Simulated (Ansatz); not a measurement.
Molecule: C$_{6}$H$_{13}$, charge 0, multiplicity 2. It need not be the lowest isomer of its formula. SMILES: C[CH]C(C)(C)C
Coordinates optimised at B3LYP-D3(BJ)/def2-TZVP (Ansatz, a quantum-chemistry and plane-wave program):
```xyz
19

C      1.0165    -0.4890     0.3340
C      2.0716     0.5294     0.5773
C     -0.3739    -0.1396    -0.1169
C     -1.0549    -1.3927    -0.6846
C     -0.3536     0.9577    -1.1934
C     -1.1910     0.3672     1.0947
H      1.1799    -1.4986     0.6934
H      1.7531     1.2916     1.3037
H      2.3363     1.0784    -0.3336
H      2.9829     0.0736     0.9643
H     -2.0824    -1.1751    -0.9847
H     -0.5167    -1.7662    -1.5579
H     -1.0839    -2.1909     0.0604
H      0.2284     0.6425    -2.0617
H     -1.3693     1.1786    -1.5280
H      0.0791     1.8846    -0.8140
H     -2.2087     0.6252     0.7897
H     -0.7348     1.2572     1.5316
H     -1.2518    -0.3985     1.8701
```
Charge 0, spin multiplicity 2.

Quantity: atomisation energy (electronic, to ground-state atoms), in kcal/mol. Cores are frozen in the correlated levels unless marked. Open shells are spin-unrestricted. Spin-orbit coupling is left out. No relativistic terms. The coupled-cluster limit lacks core correlation, which all-electron functionals hold. Basis-set limits of correlation are two-point, X^-3; Hartree-Fock from the larger set. [CCSD(T)-MP2]/basis is that difference in the basis named.

| level | program | atomisation energy (kcal/mol) |
|---|---|---|
| HF/cc-pVDZ | Ansatz | 1345.6 |
| PBE0/6-31G* | Ansatz | 1799.5 |
| PBE0-D3(BJ)/def2-TZVPD | Ansatz + dftd3 | 1800.1 |
| PBE0/def2-TZVPD | Ansatz | 1791.4 |

Question: What does RI-MP2/CBS(cc-pVTZ,cc-pVQZ)+[CCSD(T)-MP2]/cc-pVTZ (Ansatz) give?

Answer: 1785.5 kcal/mol
